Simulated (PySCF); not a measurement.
SiBr2F2, SMILES F[Si](F)(Br)Br. Heavy atoms are numbered as in [F:1][Si:2]([F:3])([Br:4])[Br:5].

Coordinates come from a PBE0-D3(BJ)/def2-SVP optimisation.

These are PBE/pcSseg-1 in PySCF values and carry that method's errors.

GIAO shieldings, no solvent; atoms alike by connectivity are averaged. δ = σ(ref) − σ: ¹⁹F against CFCl3 (σ = 133.6 ppm); ²⁹Si against TMS (σ = 335.4 ppm), references at their B3LYP-D3(BJ)/def2-TZVP geometries, non-relativistic (without spin–orbit terms, shifts of atoms bonded to Cl or Br come out too high).

| nucleus | atoms | count | δ (ppm) |
|---|---|---|---|
| ¹⁹F | F1 | 2 | -105.0 |
| ²⁹Si | Si2 | 1 | -12.5 |
